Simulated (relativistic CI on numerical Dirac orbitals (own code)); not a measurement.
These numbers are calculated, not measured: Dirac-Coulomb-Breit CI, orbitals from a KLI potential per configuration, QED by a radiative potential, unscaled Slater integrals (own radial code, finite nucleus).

Configurations in the expansion (outside the closed core [Ne]): 3s²3p⁶3d, 3s²3p⁵3d², 3s3p⁶3d², 3s²3p⁶4s, 3s²3p⁶4p, 3s²3p⁶4d, 3s²3p⁶4f, 3s²3p⁵3d4s, 3s²3p⁵3d4p, 3s²3p⁵3d4d, 3s3p⁶3d4s, 3s²3p⁶5s, 3s3p⁶3d4p, 3s²3p⁵3d4f, 3p⁶3d²4p, 3s²3p⁶5p, 3s²3p⁶5d, 3s²3p⁶5f, 3s3p⁶3d4d, 3s²3p⁶5g, 3s3p⁶3d4f, 3p⁶3d³, 3p⁵3d⁴, 3p⁶3d²4s, 3p⁵3d³4s, 3p⁶3d²4d, 3p⁵3d³4d. Double excitations out of closed p, d and f shells are left out; levels of such configurations are missing from the list, as are those of other unlisted configurations, and high levels can miss mixing partners. These lack a partner that the ground configuration has and come out too high: 3s²3p⁵3d4p, 3s²3p⁵3d4f.

At this charge energies of transitions that change n are usually good to better than 1 %, and those within a shell (Δn = 0) to a few per cent.

Outline of the computed level scheme of Nb XXIII. Lowest level of each configuration: 3s²3p⁶3d ²D3/2 at 0.000 eV; 3s²3p⁵3d² ⁴D°1/2 at 108.753 eV.

Some strong electric-dipole decays among the lowest 45 levels: 3s²3p⁵3d² ²D°3/2 → 3s²3p⁶3d ²D3/2 (9.7e+11 s⁻¹); 3s²3p⁵3d² ²P°1/2 → 3s²3p⁶3d ²D3/2 (6.0e+11 s⁻¹); 3s²3p⁵3d² ²F°7/2 → 3s²3p⁶3d ²D5/2 (4.1e+11 s⁻¹); 3s²3p⁵3d² ²F°5/2 → 3s²3p⁶3d ²D3/2 (2.8e+11 s⁻¹); 3s²3p⁵3d² ²P°1/2 → 3s²3p⁶3d ²D3/2 (1.4e+11 s⁻¹); 3s²3p⁵3d² ²D°5/2 → 3s²3p⁶3d ²D3/2 (1.1e+11 s⁻¹); 3s²3p⁵3d² ⁴D°1/2 → 3s²3p⁶3d ²D3/2 (2.9e+10 s⁻¹); 3s²3p⁵3d² ⁴D°3/2 → 3s²3p⁶3d ²D5/2 (2.4e+10 s⁻¹).

LS names give the leading component of a level, which can be under half, so a name can repeat, a term be missing and a line seem to break the LS rules.
